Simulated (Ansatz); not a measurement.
System: C$_{2}$H$_{6}$ClIn, net charge 0, singlet state. SMILES: [CH3][In]([CH3])[Cl]
Coordinates optimised at B3LYP-D3(BJ)/def2-TZVP (Ansatz, a first-principles code):
```xyz
10

C      2.0366     0.1986    -1.0146
In     0.0017     0.0496    -0.3194
C     -2.0256     0.1236    -1.0480
Cl    -0.0110    -0.3191     2.0480
H      2.5102     1.0387    -0.5080
H      2.0865     0.3412    -2.0921
H      2.5605    -0.7149    -0.7363
H     -2.0636     0.2980    -2.1213
H     -2.5481     0.9229    -0.5240
H     -2.5095    -0.8226    -0.8090
```

Quantity: vertical ionisation energy (to the doublet state of charge +1; each state is the SCF solution reached for its spin; the UHF <S^2> is 0.89 for the doublet (pure: 0.75)), in eV. Cores are frozen in the correlated levels unless marked. Open shells are spin-unrestricted. Spin-orbit coupling is left out. Frozen are the shells of the preceding noble gas and the d and f shells that filled before the atom's block. In def2 rows, elements after Kr have scalar-relativistic effective core potentials. CBS marks a two-point X^-3 extrapolation of the correlation energy; Hartree-Fock from the larger set. The bracket is a focal-point correction in the basis named.

```json
[
 {"level": "HF/def2-TZVPPD", "program": "Ansatz", "vertical ionisation energy (eV)": "8.89"},
 {"level": "HF/def2-QZVPPD", "program": "Ansatz", "vertical ionisation energy (eV)": "8.88"},
 {"level": "SVWN5/def2-TZVPD", "program": "Ansatz", "vertical ionisation energy (eV)": "9.34"},
 {"level": "PBE/def2-TZVPD", "program": "Ansatz", "vertical ionisation energy (eV)": "9.12"}
]
```

Question: Estimate the value at RI-MP2/CBS(def2-TZVPPD,def2-QZVPPD)+[CCSD(T)-MP2]/def2-TZVPPD as computed with Ansatz.

Answer: 9.89 eV
